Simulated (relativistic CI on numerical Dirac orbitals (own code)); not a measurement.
## Cr³⁺: resonant inelastic scattering at the L2,3 edge

Computed with this model: Dirac-Coulomb-Breit CI, orbitals from a KLI potential per configuration, model QED, valence Slater integrals scaled by 0.9, Kramers-Heisenberg scattering through one core-hole configuration in a parametric crystal field; configurations [Ar] 3d3 → [He] 2s2 2p5 3s2 3p6 3d4; 300 K; core-hole width 0.4 eV; summed over polarisations. Incident energies are the highest absorption maxima for each field (at most a few, so the weaker spin-orbit partner edge can be absent), on the computed scale of the free ion. Intensities are in per cent of the strongest line above 0.02 eV; levels within 1 cm⁻¹ are merged; final levels count from the ground level, the first row holds all elastic scattering, lines under 0.4 are left out and each table stops after 24 rows. The scale of the Slater integrals is a model choice and moves the terms in proportion.

Field parameters in Wybourne normalisation: D4h B²₀ = −7Ds, B⁴₀ = 21(Dq − Dt), B⁴₄ = 21√(5/14) Dq. The field is a parameter set, without covalency.

S is read from ⟨S²⟩ = S(S + 1).

D4h, 10Dq = 17950, Ds = -1500, Dt = 80 cm⁻¹:

```csv
Final level (eV),Degeneracy,Irrep,S,580.5 eV,581.2 eV,588 eV
0.000,4,Γ6+Γ7,1.50,724.7,488.4,665.8
2.045,2,Γ6,1.48,11.1,13.3,50.1
2.051,2,Γ6,1.49,15.4,9.2,68.1
2.052,2,Γ7,1.49,13.0,13.2,100.0
2.057,2,Γ7,1.49,13.7,13.9,57.4
2.210,2,Γ6,0.87,4.1,11.9,60.3
2.214,2,Γ7,1.41,8.0,7.4,69.8
2.233,2,Γ6,1.29,6.0,5.4,53.7
2.236,2,Γ7,0.52,6.0,16.3,18.0
2.323,2,Γ7,0.68,6.6,13.3,23.9
2.364,2,Γ6,0.52,6.5,12.3,20.0
2.469,2,Γ6,0.51,3.7,6.9,23.4
3.082,2,Γ7,1.50,5.0,10.6,28.9
3.097,2,Γ7,1.50,3.7,12.3,15.8
3.110,2,Γ6,1.50,7.4,12.1,26.3
3.123,2,Γ6,1.50,4.8,12.1,27.3
3.480,2,Γ7,0.51,9.3,8.5,31.3
3.541,2,Γ7,0.71,10.1,7.0,29.3
3.559,2,Γ6,0.65,4.7,7.5,47.0
3.621,2,Γ6,1.41,6.5,12.3,26.2
3.630,2,Γ7,1.38,7.9,4.9,26.2
4.018,2,Γ6,0.51,1.6,2.8,11.8
4.192,2,Γ6,0.50,2.4,12.3,10.1
4.212,2,Γ7,0.50,2.9,11.2,15.8
```

D4h, 10Dq = 17950, Ds = -860, Dt = 80 cm⁻¹:

| Final level (eV) | Degeneracy | Irrep | S | 580.5 eV | 581.8 eV | 588 eV |
| --- | --- | --- | --- | --- | --- | --- |
| 0.000 | 4 | Γ6+Γ7 | 1.50 | 432.6 | 292.5 | 523.9 |
| 2.109 | 2 | Γ6 | 1.48 | 6.4 | 3.9 | 45.3 |
| 2.111 | 2 | Γ7 | 1.49 | 7.1 | 6.0 | 42.3 |
| 2.114 | 2 | Γ7 | 1.50 | 10.2 | 14.8 | 100.0 |
| 2.116 | 2 | Γ6 | 1.50 | 6.3 | 4.9 | 62.7 |
| 2.215 | 2 | Γ7 | 1.43 | 5.4 | 3.9 | 50.9 |
| 2.226 | 2 | Γ6 | 1.49 | 4.3 | 5.1 | 80.4 |
| 2.331 | 2 | Γ7 | 0.62 | 3.8 | 10.5 | 7.3 |
| 2.358 | 2 | Γ6 | 0.55 | 2.4 | 8.4 | 18.5 |
| 2.359 | 2 | Γ6 | 0.52 | 2.7 | 10.0 | 7.5 |
| 2.377 | 2 | Γ7 | 0.54 | 2.4 | 11.4 | 24.7 |
| 2.469 | 2 | Γ6 | 0.51 | 1.6 | 6.3 | 17.2 |
| 3.150 | 2 | Γ7 | 1.49 | 3.3 | 6.9 | 19.5 |
| 3.161 | 2 | Γ7 | 1.50 | 2.4 | 9.2 | 7.0 |
| 3.171 | 2 | Γ6 | 1.50 | 3.8 | 6.9 | 15.6 |
| 3.181 | 2 | Γ6 | 1.50 | 3.3 | 8.7 | 13.9 |
| 3.450 | 2 | Γ7 | 0.63 | 4.4 | 7.1 | 23.0 |
| 3.477 | 2 | Γ6 | 0.70 | 3.0 | 5.1 | 30.6 |
| 3.477 | 2 | Γ7 | 0.70 | 5.5 | 4.4 | 21.5 |
| 3.530 | 2 | Γ6 | 1.39 | 4.0 | 7.8 | 15.6 |
| 3.540 | 2 | Γ7 | 1.32 | 5.0 | 6.1 | 16.3 |
| 4.075 | 2 | Γ6 | 0.51 | 0.7 | 1.0 | 7.9 |
| 4.351 | 2 | Γ6 | 0.50 | 1.3 | 14.5 | 6.0 |
| 4.364 | 2 | Γ7 | 0.50 | 1.5 | 9.2 | 11.3 |

D4h, 10Dq = 17950, Ds = -210, Dt = 80 cm⁻¹:

| Final level (eV) | Degeneracy | Irrep | S | 580.6 eV | 581.8 eV | 588 eV |
| --- | --- | --- | --- | --- | --- | --- |
| 0.000 | 4 | Γ6+Γ7 | 1.50 | 342.7 | 272.9 | 520.2 |
| 2.129 | 2 | Γ7 | 1.49 | 13.9 | 5.7 | 42.6 |
| 2.134 | 2 | Γ6 | 1.47 | 8.1 | 4.6 | 50.4 |
| 2.135 | 2 | Γ7 | 1.50 | 8.3 | 10.2 | 100.0 |
| 2.142 | 2 | Γ6 | 1.49 | 4.4 | 3.7 | 68.3 |
| 2.216 | 2 | Γ7 | 1.44 | 7.7 | 2.9 | 47.7 |
| 2.226 | 2 | Γ6 | 1.50 | 6.3 | 6.4 | 86.0 |
| 2.346 | 2 | Γ7 | 0.62 | 3.9 | 9.0 | 9.1 |
| 2.350 | 2 | Γ6 | 0.55 | 3.2 | 8.4 | 13.9 |
| 2.447 | 2 | Γ6 | 0.51 | 1.9 | 9.3 | 16.1 |
| 2.451 | 2 | Γ7 | 0.51 | 2.2 | 10.8 | 20.7 |
| 2.472 | 2 | Γ6 | 0.51 | 1.0 | 5.3 | 14.2 |
| 3.247 | 2 | Γ7 | 1.48 | 2.1 | 6.0 | 13.9 |
| 3.254 | 2 | Γ7 | 1.49 | 2.3 | 7.1 | 8.6 |
| 3.261 | 2 | Γ6 | 1.49 | 3.3 | 7.3 | 16.2 |
| 3.271 | 2 | Γ6 | 1.50 | 3.7 | 7.9 | 9.6 |
| 3.352 | 2 | Γ7 | 1.43 | 2.3 | 7.7 | 11.8 |
| 3.357 | 2 | Γ6 | 1.47 | 3.9 | 8.8 | 12.8 |
| 3.431 | 2 | Γ7 | 0.61 | 4.2 | 4.3 | 20.9 |
| 3.434 | 2 | Γ6 | 0.58 | 4.1 | 4.3 | 24.7 |
| 3.456 | 2 | Γ7 | 0.58 | 7.1 | 3.8 | 22.5 |
| 4.108 | 2 | Γ6 | 0.50 | 0.2 | 0.8 | 7.1 |
| 4.465 | 2 | Γ7 | 0.50 | 1.5 | 7.1 | 13.3 |
| 4.468 | 2 | Γ6 | 0.50 | 1.6 | 8.4 | 5.5 |

For the first field the strongest loss at the lowest incident energy is the level at 2.05 eV (S = 1.49, against 1.50 in the thermal ground state). Levels of other spin, the first over 8 % at 2.21 eV, appear because spin-orbit coupling of the core hole, and in heavier ions of the valence shell too, mixes spins.
